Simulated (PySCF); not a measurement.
PySCF input file for ZrF₃Cl, SMILES [F][Zr]([F])([F])[Cl], multiplicity 1, TDA-LC-ωPBE/def2-SVPD. Coordinates come from a r2SCAN-D4/def2-SVP optimisation. The spin state was assumed, not searched. The def2 effective core potentials stand for the cores of Zr; spin–orbit coupling is left out.

```python
import numpy as np
from pyscf import gto, scf, dft, tdscf

mol = gto.M(
    atom='''
    Zr    0.00000000   -0.00000000   -0.26644563
    F    -1.54080379    0.88958349   -0.91766733
    F     1.54080380    0.88958349   -0.91766732
    F    -0.00000000   -1.77916697   -0.91766732
    Cl   -0.00000000    0.00000000    2.08440253
    ''',
    basis='def2-SVPD',
    ecp={'Zr': 'def2-svp'},
    charge=0,
    spin=0,
    symmetry=True,
    max_memory=1600,
    verbose=4,
)
mf = dft.RKS(mol, xc='lc_wpbe').density_fit(auxbasis='def2-universal-jkfit')
mf.grids.level = 3
mf.conv_tol = 1e-9
mf.max_cycle = 100
mf.kernel()
mf.grids = dft.Grids(mol).set(level=1).build(with_non0tab=True)  # coarser grid for the response kernel
td = tdscf.TDA(mf)
td.singlet = True
td.nstates = 10
td.conv_tol = 1e-4
td.positive_eig_threshold = 1e-6
td.kernel(x0=td.get_init_guess(mf, 15))
td.analyze()
tt = tdscf.TDA(mf)
tt.singlet = False
tt.nstates = 4
tt.conv_tol = 1e-4
tt.positive_eig_threshold = 1e-6
tt.kernel(x0=tt.get_init_guess(mf, 9))
tt.analyze(verbose=3)
```

It prints:

```
PySCF version 2.14.0

[INPUT] verbose = 4
[INPUT] num. atoms = 5
[INPUT] num. electrons = 56
[INPUT] charge = 0
[INPUT] spin (= nelec alpha-beta = 2S) = 0
[INPUT] symmetry True subgroup None
[INPUT] Mole.unit = angstrom
[INPUT] Symbol           X                Y                Z      unit          X                Y                Z       unit  Magmom
[INPUT]  1 Zr     0.000000000000   0.000000000000  -0.266445630000 AA    0.000000000000   0.000000000000  -0.503509267787 Bohr   0.0
[INPUT]  2 F     -1.540803790000   0.889583490000  -0.917667330000 AA   -2.911697174792   1.681069161035  -1.734139927161 Bohr   0.0
[INPUT]  3 F      1.540803800000   0.889583490000  -0.917667320000 AA    2.911697193689   1.681069161035  -1.734139908264 Bohr   0.0
[INPUT]  4 F      0.000000000000  -1.779166970000  -0.917667320000 AA    0.000000000000  -3.362138303172  -1.734139908264 Bohr   0.0
[INPUT]  5 Cl     0.000000000000   0.000000000000   2.084402530000 AA    0.000000000000   0.000000000000   3.938949915051 Bohr   0.0

nuclear repulsion = 247.747457632406
point group symmetry = C3v, use subgroup Cs
symmetry origin: [2.02470654e-09 2.02470662e-09 1.79973911e-09]
symmetry axis x: [1.59501451e-09 1.00000000e+00 2.86845524e-09]
symmetry axis y: [ 9.89037585e-10 -2.86845524e-09  1.00000000e+00]
symmetry axis z: [ 1.00000000e+00 -1.59501451e-09 -9.89037589e-10]
num. orbitals of irrep A' = 81
num. orbitals of irrep A" = 49
number of shells = 50
number of NR pGTOs = 204
number of NR cGTOs = 130
basis = def2-SVPD
ecp = {'Zr': 'def2-svp'}


[settings echo left out]
init E= -799.814107388127
HOMO (A') = -0.632432834176704  LUMO (A') = -0.351755887125456  gap/eV = 7.63761
cycle= 1 E= -806.38084597274  delta_E= -6.57  |g|= 0.834  |ddm|= 4.06
HOMO (A") = -0.425862657014398  LUMO (A') = 0.0370967009487511  gap/eV = 12.59777
cycle= 2 E= -806.357872327928  delta_E= 0.023  |g|= 0.969  |ddm|= 1.13
HOMO (A') = -0.467078607789583  LUMO (A') = 0.0346069577748458  gap/eV = 13.65156
cycle= 3 E= -806.497404029815  delta_E= -0.14  |g|=  0.1  |ddm|= 0.543
HOMO (A') = -0.472438908025815  LUMO (A') = 0.00879196128714596  gap/eV = 13.09496
cycle= 4 E= -806.499682798392  delta_E= -0.00228  |g|= 0.0273  |ddm|= 0.15
HOMO (A') = -0.47489214683965  LUMO (A') = 0.0147028586054472  gap/eV = 13.32256
cycle= 5 E= -806.499905520744  delta_E= -0.000223  |g|= 0.00632  |ddm|= 0.0487
HOMO (A') = -0.472735589337269  LUMO (A') = 0.0148039490198294  gap/eV = 13.26663
cycle= 6 E= -806.499922318184  delta_E= -1.68e-05  |g|= 0.00148  |ddm|= 0.0134
HOMO (A') = -0.473126705755298  LUMO (A') = 0.0146701743303586  gap/eV = 13.27363
cycle= 7 E= -806.499923853632  delta_E= -1.54e-06  |g|= 0.000343  |ddm|= 0.00497
HOMO (A') = -0.473071329719438  LUMO (A") = 0.0146560593770557  gap/eV = 13.27174
cycle= 8 E= -806.499923958678  delta_E= -1.05e-07  |g|= 0.000105  |ddm|= 0.000979
HOMO (A') = -0.473086409957759  LUMO (A") = 0.0146647261061341  gap/eV = 13.27238
cycle= 9 E= -806.49992394623  delta_E= 1.24e-08  |g|= 2.92e-05  |ddm|= 0.000318
HOMO (A') = -0.473084665690386  LUMO (A") = 0.014668242501986  gap/eV = 13.27243
cycle= 10 E= -806.499923946907  delta_E= -6.76e-10  |g|= 8.8e-06  |ddm|= 8.26e-05
HOMO (A') = -0.473084290946375  LUMO (A") = 0.0146677043960342  gap/eV = 13.27241
Extra cycle  E= -806.499923946975  delta_E= -6.82e-11  |g|= 4.1e-06  |ddm|= 2.59e-05
converged SCF energy = -806.499923946975
tot grids = 30424
Overwritten attributes  positive_eig_threshold  of <class 'pyscf.tdscf.rks.TDA'>


******** <class 'pyscf.tdscf.rks.TDA'> for <class 'pyscf.df.df_jk.DFSymAdaptedRKS'> ********
nstates = 10 singlet
deg_eia_thresh = 1.000e-03
wfnsym = None
conv_tol = 0.0001
eigh lindep = 1e-12
eigh level_shift = 0
eigh max_cycle = 100


Excitation energies (eV)
[7.21591343 7.29628006 7.29678676 7.99858825 8.08657602 8.08698414
 8.31428941 8.31429457 8.92831302 8.96209405]

** Singlet excitation energies and oscillator strengths **
Excited State   1:   A"      7.21591 eV    171.82 nm  f=0.0000
      27 -> 30        0.49092
      28 -> 29       -0.49149
Excited State   2:   A"      7.29628 eV    169.93 nm  f=0.0011
      27 -> 30        0.49150
      28 -> 29        0.49094
Excited State   3:   A'      7.29679 eV    169.92 nm  f=0.0011
      27 -> 29        0.49141
      28 -> 30       -0.49104
Excited State   4:   A'      7.99859 eV    155.01 nm  f=0.0916
      26 -> 32       -0.29211
      27 -> 29       -0.44139
      28 -> 30       -0.44188
Excited State   5:   A"      8.08658 eV    153.32 nm  f=0.0015
      26 -> 29        0.67759
      27 -> 32       -0.14235
Excited State   6:   A'      8.08698 eV    153.31 nm  f=0.0015
      26 -> 30        0.67751
      28 -> 32       -0.14262
Excited State   7:   A'      8.31429 eV    149.12 nm  f=0.0145
      26 -> 30       -0.15214
      28 -> 31        0.23902
      28 -> 32       -0.61766
      28 -> 35        0.14637
Excited State   8:   A"      8.31429 eV    149.12 nm  f=0.0145
      26 -> 29        0.15183
      27 -> 31       -0.23906
      27 -> 32        0.61772
      27 -> 35       -0.14638
Excited State   9:   A"      8.92831 eV    138.87 nm  f=0.0000
      27 -> 33       -0.39459
      27 -> 36        0.28500
      28 -> 34        0.39554
      28 -> 37       -0.28569
Excited State  10:   A'      8.96209 eV    138.34 nm  f=0.0028
      26 -> 31        0.10801
      26 -> 32       -0.28411
      27 -> 34       -0.35265
      27 -> 37        0.26097
      28 -> 33       -0.35244
      28 -> 36        0.26075

** Transition electric dipole moments (AU) **
state          X           Y           Z        Dip. S.      Osc.
  1        -0.0001      0.0000     -0.0000      0.0000      0.0000
  2         0.0791      0.0000      0.0000      0.0063      0.0011
  3        -0.0000      0.0789     -0.0005      0.0062      0.0011
  4        -0.0000     -0.0007      0.6838      0.4676      0.0916
  5        -0.0878      0.0000      0.0000      0.0077      0.0015
  6         0.0000     -0.0876     -0.0027      0.0077      0.0015
  7        -0.0000      0.2670      0.0001      0.0713      0.0145
  8        -0.2669      0.0000     -0.0000      0.0712      0.0145
  9        -0.0014     -0.0000      0.0000      0.0000      0.0000
 10        -0.0000      0.0011     -0.1135      0.0129      0.0028

WARN: ECP detected. Skipping calculation of transition velocity and magnetic dipole moments, which have not yet been implemented.



******** <class 'pyscf.tdscf.rks.TDA'> for <class 'pyscf.df.df_jk.DFSymAdaptedRKS'> ********
nstates = 4 triplet
deg_eia_thresh = 1.000e-03
wfnsym = None
conv_tol = 0.0001
eigh lindep = 1e-12
eigh level_shift = 0
eigh max_cycle = 100


Excitation energies (eV)
[6.80705584 6.99100005 6.99109415 7.21315664]

** Triplet excitation energies and oscillator strengths **
Excited State   1:   A'      6.80706 eV    182.14 nm  f=0.0000
Excited State   2:   A'      6.99100 eV    177.35 nm  f=0.0000
Excited State   3:   A"      6.99109 eV    177.35 nm  f=0.0000
Excited State   4:   A"      7.21316 eV    171.89 nm  f=0.0000
```

Self-consistency was reached.

Cost: about 110 core-seconds (a rough figure).
